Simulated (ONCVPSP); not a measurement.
## holmium (Ho), ONCV: configuration errors across variants

| Property | Result |
| --- | --- |
| Element | holmium (Ho) |
| Generator | ONCVPSP 4.0.1 |
| Type | optimised norm-conserving Vanderbilt (ONCV) |
| Functional | LDA (Perdew-Zunger) |
| Relativity | fully relativistic |
| Frozen core | [Kr] 4d10 4f10 |
| Valence charge | 11 |
| Reference configuration | 5s2 5p6 5d1 6s1.75 6p0.25 |
| Partial waves | 5s+6s: rc 2.05 bohr, ncon 4, nbas 8, qcut 5 1/bohr, 2 projectors; 5p+6p: rc 2.75 bohr, ncon 4, nbas 9, qcut 4 1/bohr, 2 projectors; 5d: rc 2.05 bohr, ncon 5, nbas 9, qcut 4.6 1/bohr, 2 projectors, debl 2.8 Ha |
| Local potential | polynomial inside 1.50 bohr (lpopt 5, dvloc0 1 Ha) |
| Core correction | none |

Open shells are filled in proportion to 2j + 1.

All-electron excitation energies from the reference (eV): (1) 5s2 5p6 5d1 6s2 6p0 -0.775; (2) 5s2 5p6 5d1 6s1 6p0 6.381; (3) 5s2 5p6 5d1 6s0 6p0 19.260; (4) 5s1 5p6 5d1 6s2 6p0 59.536.

1 further variants failed, have other tests or another functional or relativity, and are left out.

A true bound ghost makes a file unfit for plane-wave use even where its test errors are small: the radial tests pick states by their node count and pass the ghost by.

Errors AE − PS in meV (a dash: test not solved or not reliable):

| change | (1) | (2) | (3) | (4) | bound ghosts | GHOST(+) flags above zero |
| --- | --- | --- | --- | --- | --- | --- |
| base | 0.0 | +1.7 | +12 | -552 | p3/2 | s |
| s: nproj 3 | 0.0 | +1.6 | +12 | -555 | p3/2 | s |
| p: nbas 7 | 0.0 | +1.6 | +12 | -517 | none | s |
| p: qcut 5.5 | 0.0 | +1.6 | +13 | -498 | none | s |
| local potential polynomial inside 1.50 bohr (lpopt 5, dvloc0 6.5 Ha) | 0.0 | +1.6 | +12 | -528 | none | p3/2 |
| d: debl 0.45 | 0.0 | +1.6 | +12 | -552 | p3/2 | s |

Q: Give the same row for: d: ncon 3, nbas 7.

A: 0.0, +1.6, +12, -555; bound ghosts: p3/2; GHOST(+) flags above zero: s.
